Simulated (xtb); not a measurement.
B(H)(OH)(SiH3) (BH5OSi), SMILES OB[SiH3]. All values are semi-empirical tight-binding results from xtb (GFN2-xTB unless named), good for trends rather than for accurate numbers. Geometry: GFN2-xTB. The values are those of a single conformer.

### Question
Estimate the properties. (The exact figures need the calculation; the answer reports its results.)

### Answer

```
Property                                         Result
----------------------------------------  -------------
orbital gap                                     3.53 eV
dipole moment                                    1.49 D
zero-point energy                         31.3 kcal/mol
G − E(el) at 298.15 K (modified RRHO)     14.1 kcal/mol
static polarisability (D4 model)             49.8 bohr³
solvation energy, GFN2-xTB/ALPB(water)    -4.3 kcal/mol
solvation energy, GFN2-xTB/ALPB(benzene)  -2.4 kcal/mol
```
